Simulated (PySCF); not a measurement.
Gas-phase reaction: 4 SnCl2 + 4 HCl → 3 SnCl4 + SnH4

Method: PySCF energies (xtb for GFN2) plus ideal-gas RRHO corrections (1 bar). † marks an energy on the PBE0/def2-TZVP geometry and frequencies; other levels use their own. MP2 and CCSD(T) freeze the core. All species are closed-shell singlets. Sn: scalar-relativistic def2 core potential, no spin-orbit coupling. MP2 isn't extrapolated to the basis-set limit; its ΔH°(298 K) is -220.7 kJ in def2-SVP and -128.6 kJ in def2-TZVPP. CCSD(T) isn't extrapolated to the basis-set limit; its ΔH°(298 K) is -164.8 kJ in def2-SVP and -138.2 kJ in def2-TZVPP. The harmonic model lacks anharmonicity and excited electronic states, which grow with temperature; levels with a mode under 35 cm⁻¹ are left out. Soft modes under 120 cm⁻¹ make the harmonic entropy rough for SnCl2, SnCl4.

```csv
level,"ΔE electronic, kJ","ΔH°(298 K), kJ","ΔS°(298 K), J/K","ΔG°(1000 K), kJ"
CCSD(T)/def2-TZVPP†,-143,-138,-638,484
GFN2-xTB,366,378,-602,962
HF/def2-TZVP†,-140,-135,-638,488
M06-2X/def2-TZVP†,-181,-176,-638,446
MP2/def2-SVP†,-226,-221,-638,402
MP2/def2-TZVPP†,-134,-129,-638,494
PBE/def2-TZVP†,-40,-35,-638,588
PBE0/def2-QZVP†,-100,-95,-638,528
ωB97X-V/def2-TZVP†,-185,-180,-638,442
```
ΔH° is lowest at MP2/def2-SVP† and highest at GFN2-xTB. No reference value is set beside these.
